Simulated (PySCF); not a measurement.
**Magnetic susceptibility: `O=COC1=COC(=O)CC1`, C6H6O4**

Geometry (Å), atoms numbered from 1 in this order:
```xyz
16

O     2.8601    1.6861    0.3431
C     2.9181    0.5258    0.0700
O     1.9166   -0.3291   -0.0984
C     0.5821    0.0179    0.0056
C     0.0936    1.2261    0.2837
O    -1.2502    1.4836    0.3090
C    -2.1604    0.4888    0.3844
O    -3.3263    0.7488    0.3083
C    -1.6058   -0.9026    0.6193
C    -0.3522   -1.1387   -0.2171
H     3.8566   -0.0328   -0.0845
H     0.6770    2.1147    0.4602
H    -1.3634   -0.9723    1.6843
H    -2.3856   -1.6294    0.3967
H    -0.6082   -1.2101   -1.2786
H     0.1402   -2.0680    0.0699
```

Computed with GIAO B3LYP/pcSseg-1 magnetisability, rotational g tensor and spin-rotation constants, non-relativistic, gas phase in PySCF. Geometry: GFN2-xTB.

(1) How diamagnetic is it, and how anisotropic?

(2) Split it along the inertial axes a, b, c into diamagnetic and paramagnetic parts about the centre of mass, with the quadrupole moment.

(3) And the rotational g tensor?

Results:

(1) Isotropic -1109 × 10⁻³⁰ J/T², or -66.8 × 10⁻⁶ cm³/mol; principal values -1282, -1057, -987 × 10⁻³⁰ J/T², anisotropy 267 × 10⁻³⁰ J/T² (root of half the summed squared differences of the principal values). The susceptibility is in cgs units.

(2) 
```tsv
axis	χ (10⁻⁶ cm³/mol)	diamagnetic (10⁻⁶ cm³/mol)	paramagnetic (10⁻⁶ cm³/mol)	summed x² of all electrons (Å²)	quadrupole Θ (D Å)
a	-62.4	-443.7	381.3	333.3	-11.70
b	-61.0	-1490.9	1429.9	86.5	+3.88
c	-76.8	-1780.8	1704.0	18.1	+7.82
```
Anisotropies 2χaa − χbb − χcc = +12.9 and 2χbb − χaa − χcc = +17.2 × 10⁻⁶ cm³/mol. Θ is traceless in Buckingham's convention.

(3) 
| axis | rotational constant (GHz) | g | nuclear part | electronic part |
| --- | --- | --- | --- | --- |
| a | 3.5901 | -0.0640 | 0.5791 | -0.6430 |
| b | 0.8117 | -0.0185 | 0.5268 | -0.5453 |
| c | 0.6778 | -0.0112 | 0.5315 | -0.5426 |

Asymmetric top; isotopes 12C, 1H, 16O; no vibrational averaging.
